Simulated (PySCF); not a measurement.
A PySCF script (with the pyscf-properties extension) for the NMR shieldings of SMILES C=CCN(C)[C@@H]1C=N[SiH2]C1, C7H14N2Si, on a GFN2-xTB geometry:

```python
import basis_set_exchange as bse
import numpy as np
from pyscf import gto, dft
from pyscf.prop import nmr

atoms = """
C     2.969352    1.272314    0.397754
C     2.491116    0.067948    0.148087
C     1.535184   -0.250382   -0.958217
N     0.371924   -0.965416   -0.454337
C    -0.447640   -1.487863   -1.526690
C    -0.369364   -0.222273    0.546570
C    -1.365996   -1.115612    1.242175
N    -2.500096   -0.693805    1.589220
Si   -2.747417    0.969306    1.102211
C    -1.125890    1.046847    0.097107
H     2.691652    2.127534   -0.197524
H     3.665306    1.456229    1.198423
H     2.777753   -0.780345    0.755094
H     1.258119    0.672150   -1.497471
H     2.034388   -0.918318   -1.670105
H    -0.735162   -0.728268   -2.269690
H     0.109386   -2.270519   -2.043576
H    -1.353078   -1.922178   -1.106430
H     0.361834    0.057665    1.318889
H    -1.068175   -2.136020    1.463477
H    -3.969784    1.060203    0.312934
H    -2.740971    1.849903    2.265769
H    -1.330312    0.994039   -0.971535
H    -0.523863    1.936624    0.265422
"""
names = dict.fromkeys(["C", "N", "Si", "H"], "pcSseg-1")
basis = {el: gto.basis.parse(bse.get_basis(n, elements=[el], fmt="nwchem")) for el, n in names.items()}
mol = gto.M(atom=atoms, basis=basis, charge=0, verbose=0)
mf = dft.RKS(mol, xc="PBE0")
mf.grids.level = 2
mf.grids.alignment = dft.numint.BLKSIZE   # the property module wants whole blocks of grid points
mf.conv_tol = 1e-9
mf.kernel()

calc = nmr.RKS(mf)   # GIAO
C = mf.mo_coeff
Co = C[:, mf.mo_occ > 0]
resp = mf.gen_response(singlet=True, hermi=2)
def vind(x):   # induced exchange potential for any number of trial vectors
    d = np.einsum("pi,xij,qj->xpq", C, 2 * x.reshape(-1, C.shape[1], Co.shape[1]), Co, optimize=True)
    return np.einsum("xpq,pi,qj->xij", resp(d - d.transpose(0, 2, 1)), C, Co, optimize=True).ravel()
mo1, _ = nmr.rhf.solve_mo1(calc, with_cphf=vind)
sigma = calc.kernel(mo1)
for i, s in enumerate(sigma):   # ppm
    print("%2d %-2s %9.2f" % (i, mol.atom_pure_symbol(i), np.trace(s) / 3))
```

Q: What are the results?

A: 
```
 0 C      62.20
 1 C      39.14
 2 C     123.73
 3 N     216.96
 4 C     148.20
 5 C     112.19
 6 C     -10.40
 7 N    -120.42
 8 Si    349.73
 9 C     186.88
10 H      26.04
11 H      26.24
12 H      25.39
13 H      28.83
14 H      28.26
15 H      29.68
16 H      29.20
17 H      29.62
18 H      27.68
19 H      23.07
20 H      26.44
21 H      26.63
22 H      31.03
23 H      31.27
```

These numbers come from an equivalent density-fitted implementation of the same equations, which agrees with the script to about 0.01 ppm for H and up to a few tenths of a ppm for heavy atoms, so last digits may differ.

Q: Turn these shieldings into chemical shifts. Chemical shifts δ = σref − σ; TMS for ¹³C (186.93 ppm) and ²⁹Si (349.16 ppm) and ¹H (31.72 ppm); ¹⁵N (267.73 ppm) against NH3, all at this level.

A: Averaging equivalent atoms: C 6: 197.3; C 1: 147.8; C 0: 124.7; C 5: 74.7; C 2: 63.2; C 4: 38.7; C 9: 0.0; N 7: 388.2; N 3: 50.8; Si 8: -0.6; H 19: 8.65; H 12: 6.33; H 10: 5.68; H 11: 5.47; H 20: 5.27; H 21: 5.09; H 18: 4.04; H 14: 3.46; H 13: 2.88; H 15/16/17: 2.22; H 22: 0.69; H 23: 0.44 ppm. Experimental scales use liquid or dissolved standards, which lie at an offset from isolated NH3 (liquid NH3: subtract about 20 ppm). Unscaled 15N shifts of sp2 nitrogen come out 20 to 40 ppm too high even then.

Size and cost of the density-fitted run: 247 basis functions, 70 s wall time on 1 thread of an Arm Neoverse V1, shared host; peak memory 1.1 GiB.
